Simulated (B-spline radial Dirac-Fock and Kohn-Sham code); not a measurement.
## Photoelectron lines of Zn³⁺ at 351 eV

System: the Zn³⁺ ion, configuration [Ar] 3d9.

Model: the independent-particle Dirac-Slater model, thresholds from Dirac-Fock. Program: an atomic code on a B-spline grid. The asymmetry parameter β is from the dipole term alone. Kinetic energies are from the vacuum level. Open shells are spread statistically over j, without multiplet splitting.

```tsv
subshell	electrons	binding (eV)	kinetic (eV)	σ (kb)	β
3s	2	194.7	156.3	152	2.00
3p1/2	2	144.7	206.3	192	1.45
3p3/2	4	141.6	209.4	392	1.46
3d3/2	3.6	59.30	291.7	366	1.17
3d5/2	5.4	58.86	292.1	540	1.17
```

Branching ratios of the spin-orbit partners (statistical value in brackets): 3p 2.04 (2.00), 3d 1.48 (1.50).

Values without a named source are computed, but for edge energies of neutral atoms, which are taken from tables.
